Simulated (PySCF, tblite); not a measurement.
Isomers of C6H6F3PS. All values are computed: GFN2-xTB (tblite) harmonic vibrations without scaling, gas phase. The method is semi-empirical: single wavenumbers can be off by several per cent or more. One conformer each.

Electronic energies: PBE0/pcSseg-1 single points on the GFN2-xTB geometries (PySCF, gas phase).

```tsv
SMILES	electronic energy, lowest = 0 (kcal/mol)
FC(F)=C(F)[P@]1(=S)C=CCC1	34.4
C#CC[P@@](=S)(C=C)C(F)(F)F	54.8
Cc1pc(C(F)(F)F)c(C)s1	0.0
```

Task: How do GFN2-xTB zero-point energies change the relative energies?

Result: 
```json
{"SMILES": "Cc1pc(C(F)(F)F)c(C)s1", "ZPE (kcal/mol)": "67.7", "of it from modes above 1550 cm⁻¹": "25.9", "electronic (kcal/mol)": "0.0", "with ZPE, lowest = 0 (kcal/mol)": "0.0", "lowest mode (cm⁻¹)": "34", "rings": "1"}
{"SMILES": "FC(F)=C(F)[P@]1(=S)C=CCC1", "ZPE (kcal/mol)": "67.6", "of it from modes above 1550 cm⁻¹": "30.6", "electronic (kcal/mol)": "34.4", "with ZPE, lowest = 0 (kcal/mol)": "34.3", "lowest mode (cm⁻¹)": "33", "rings": "1"}
{"SMILES": "C#CC[P@@](=S)(C=C)C(F)(F)F", "ZPE (kcal/mol)": "64.3", "of it from modes above 1550 cm⁻¹": "32.0", "electronic (kcal/mol)": "54.8", "with ZPE, lowest = 0 (kcal/mol)": "51.4", "lowest mode (cm⁻¹)": "35", "rings": "0"}
```

The zero-point energies span 3.4 kcal/mol, from `C#CC[P@@](=S)(C=C)C(F)(F)F` to `Cc1pc(C(F)(F)F)c(C)s1`. The order is unchanged.

Task: And how do the electronic energies of GFN2-xTB itself compare?

Result: `Cc1pc(C(F)(F)F)c(C)s1` 0.0; `FC(F)=C(F)[P@]1(=S)C=CCC1` 18.2; `C#CC[P@@](=S)(C=C)C(F)(F)F` 48.9 kcal/mol, lowest = 0. Against the energies above, taken from the same isomer `Cc1pc(C(F)(F)F)c(C)s1`, the largest difference is 16.2 kcal/mol.
